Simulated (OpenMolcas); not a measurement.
# Ru: from RASSCF to RASPT2

```yaml
Program: OpenMolcas 26.06
Basis: ANO-RCC-VTZP [7s6p4d2f1g]
Scalar_Hamiltonian: DKH2, point nucleus
Active_space: 8 electrons in 9 orbitals (RAS2 4d 5s; RAS3 5p, at most 2 electrons)
State_averaging: 2S+1 = 5 even, 15 roots; 2S+1 = 3 even, 87 roots kept (CI in the orbitals of an earlier block, 80 in the spin-orbit step); 2S+1 = 1 even, 63 roots kept (CI in the orbitals of an earlier block, 58 in the spin-orbit step); 2S+1 = 5 odd, 45 roots (37 in the spin-orbit step); 2S+1 = 7 odd, 15 roots kept (CI in the orbitals of an earlier block); 2S+1 = 3 odd, 21 roots kept (CI in the orbitals of an earlier block, 9 in the spin-orbit step); 2S+1 = 1 odd, 9 roots kept (CI in the orbitals of an earlier block, 0 in the spin-orbit step)
Spin-orbit_coupling: state interaction with AMFI integrals over the reference wave functions, term energies averaged over their components
```

Methods on the same reference wave functions:
A. RASSCF
B. SS-RASPT2, IPEA 0.25 Eh, imaginary shift 0.1 Eh (closed shells correlated: 4s 4p)
C. MS-RASPT2, IPEA 0.25 Eh, imaginary shift 0.1 Eh (closed shells correlated: 4s 4p)

Energies in cm⁻¹ above 4d⁷ 5s ⁵F₅, the measured ground level; measured values from NIST Handbook of Basic Atomic Spectroscopic Data.

```csv
Level,A,B,C,Measured
4d⁷ 5s ⁵F₅,0.0,0.0,0.0,0.0
4d⁷ 5s ⁵F₄,1205,1204,1204,1191
4d⁷ 5s ⁵F₃,2133,2130,2130,2092
4d⁷ 5s ⁵F₂,2789,2780,2780,2713
4d⁷ 5s ⁵F₁,3206,3180,3180,3105
4d⁶ 5s² ⁵D₄,4354,5110,5110,7483
4d⁶ 5s² ⁵D₃,5385,6170,6170,8575
4d⁶ 5s² ⁵D₂,6006,6740,6740,9058
4d⁶ 5s² ⁵D₁,6416,7150,7150,9073
4d⁶ 5s² ⁵D₀,6618,7350,7350,9492
4d⁷ 5s ³F₄(1),8031,7120,7120,
4d⁷ 5s ³F₃(1),9579,8650,8650,
4d⁷ 5s ³F₂(1),10549,9580,9580,
4d⁷ 5s ⁵P₃,12698,9310,9310,8771
4d⁷ 5s ⁵P₁,13523,10150,10150,9620
4d⁷ 5s ³P₂(1) [65 %],14353,11900,11900,
4d⁷ 5s ³G₅,14629,13130,13130,
4d⁷ 5s ³G₄,15280,13750,13750,
4d⁷ 5s ³G₃,16044,14520,14520,
4d⁷ 5s ³P₁(1),16271,14010,14010,
4d⁶ 5s 5p ⁷D°₅,17202,23630,23620,
4d⁶ 5s 5p ⁷D°₄,17575,23960,23970,
4d⁶ 5s 5p ⁷D°₃,18055,24460,24460,
4d⁷ 5s ³H₆,18246,16890,16890,
```

Deviations, from unrounded energies. A percentage is the sum of absolute deviations over the sum of measured energies, with the sign that they share, or ± where signs differ.

```
                        Against measurement  Levels      A      B      C
             mean absolute deviation (cm-1)      11   2100   1100   1100
      fine structure of the ground term (%)       4   +2.5   +2.1   +2.1
other terms of the ground configuration (%)       2  +42.6   +5.8   +5.8
                   other configurations (%)       5  -34.1  -25.5  -25.5
```

B, C lie about equally close to measurement and A furthest from it. The largest miss of B in the table is 4d⁶ 5s² ⁵D₃, by -2400 cm-1. The ranking rests on the paired levels alone, and a cruder setting can come out closer through cancelling errors.

Between B and C the level of the table that moves most is 4d⁶ 5s 5p ⁷D°₃, by 8.3 cm-1 (lowest in B, highest in C). Moves below CASPT2's spread within the term are not significant.

The two smallest mean deviations differ by little beside CASPT2's spread within terms, so their order carries little weight.

From A to B the spin-free energies of the other terms of 4d⁷ 5s shown, above ⁵F, scale by factors of 0.71 to 0.92.

The lowest spin-free term lies below A's lowest term by 0.516 hartree in B, 0.516 hartree in C.

Term energies are means over components that CASPT2 splits; among the terms shown or strongly mixed into the levels shown the widest spread is 1100 cm-1 (4d⁷ 5s ⁵F, C). Some high roots are left out of the spin-orbit mixing, which shifts the levels that they would mix with. Terms from blocks run as CI alone lack orbitals of their own. Configurations are named by rounded mean occupations; where the s occupation lies near a half they are strongly mixed, a name can repeat and a true partner stay unpaired. A single d shell beside an s shell can misplace configurations of different d count against each other. Without dynamic correlation excited terms often stand tens of per cent too high (terms of higher spin than the ground term too low), and those without a measured partner can miss by more than the paired ones (holds for A). Blocks of more than 70 roots (2S+1 = 3 even) ran without multistate coupling (holds for C). Measured partners are found by configuration, term and J. A level has none where our copy of the source lacks it or the pairing is in doubt (some pairs that miss far off the trend of their configuration count as doubtful), and it then counts in no deviation. Levels of configurations outside the active space are missing. The table leaves out levels that lie high or whose names do not pair safely across all columns.

A share in square brackets marks a mixed level and gives the weight of the term that names it, the lowest over the columns. A number in round brackets counts repeated terms of one configuration in the order of the reference energies. ° marks odd parity.
